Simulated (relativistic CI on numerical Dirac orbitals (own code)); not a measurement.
## d4 in a ligand field

Computed with a parametric ligand-field model of a d^n configuration (Racah B and C, spin-orbit zeta, crystal field), exact diagonalisation.

Field parameters in Wybourne normalisation: Td as Oh with Dq negative (B⁴₀ = 21Dq, B⁴₄ = √(5/14) B⁴₀). The field is a parameter set, without covalency.

B = 940 cm⁻¹, C = 4330 cm⁻¹ (C/B = 4.61), Td, no spin-orbit coupling. Tanabe-Sugano data, E/B above the lowest term (Δ = |10Dq|; b, c mark the second and third term of a kind):

```csv
Δ/B,5T2,5E,3T1,3T2,3T1(b),1A1,1T1
1.0,0.00,1.00,22.19,22.49,23.14,32.86,33.25
2.8,0.00,2.80,21.27,22.32,23.52,30.32,31.98
4.6,0.00,4.60,19.97,21.85,23.55,27.33,30.48
6.4,0.00,6.40,18.49,21.14,23.55,24.15,28.88
8.2,0.00,8.20,16.94,20.22,23.56,20.90,27.25
10.0,0.00,10.00,15.34,19.15,23.57,17.60,25.59
11.8,0.00,11.80,13.71,17.96,23.57,14.25,23.90
13.6,0.00,13.60,12.06,16.68,23.58,10.86,22.21
15.4,0.00,15.40,10.38,15.31,23.59,7.44,20.49
17.2,0.00,17.20,8.70,13.89,23.59,4.01,18.77
19.0,0.00,19.00,7.01,12.42,23.60,0.57,17.04
20.8,2.89,23.69,8.19,13.81,26.49,0.00,18.19
```

The ground term changes from 5T2 to 1A1 between Δ/B = 19.0 and 20.8.
